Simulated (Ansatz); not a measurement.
Ideal-gas functions of BrH3OSn (`[OH][SnH2][Br]`) at 298.15 K and 1 bar, from an Ansatz frequency run at PBE0-D4/def2-TZVP.

Molar mass 217.64 g/mol, point group C1 (symmetry number 1), electronic degeneracy 1, moments of inertia 56.238, 346.638, 393.498 u Å². Harmonic wavenumbers (cm⁻¹, unscaled): 113, 178, 259, 419, 506, 619, 648, 677, 864, 1961, 2002, 3892.

Use S(trans) = R[1.5 ln M + 2.5 ln T − 1.1517]; rotational temperatures θ = 24.2544 K / I; S(rot) = R[ln(√π/σ · √(T³/θAθBθC)) + 1.5]; for each mode x = 1.438777 ν̃/T, S = R[x/(eˣ − 1) − ln(1 − e⁻ˣ)] and H = RT x/(eˣ − 1); 1 cm⁻¹ = 0.0119627 kJ/mol; R = 8.31446 J/(mol·K).

Q: By hand: the entropy, in J/(mol·K).

A: Translation 176.0. Rotation: θ = 0.4313, 0.07, 0.0616 K, giving 114.4. Vibration, mode by mode: 13.46, 9.83, 6.98, 3.75, 2.69, 1.75, 1.57, 1.40, 0.67, 0.01, 0.01, 0.00, in all 42.1. Electronic 0.0. Sum 332.5 J/(mol·K).

Q: By hand: H − E and G − E in kJ/mol, counted from the electronic energy.

A: Zero-point energy ½ × 12138 × 0.0119627 = 72.6; thermal vibration 7.3; translation, rotation and pV give 4 RT = 9.9. H − E = 89.8 kJ/mol, and G − E = 89.8 − 298.15 × 332.5/1000 = -9.3 kJ/mol.

Vibration gives 13 % of the entropy, 13.5 J/(mol·K) of it from the mode under 150 cm⁻¹: soft modes count most, and the harmonic formula is weakest for them. The sum counts one conformer and one mirror image; others add a mixing term.
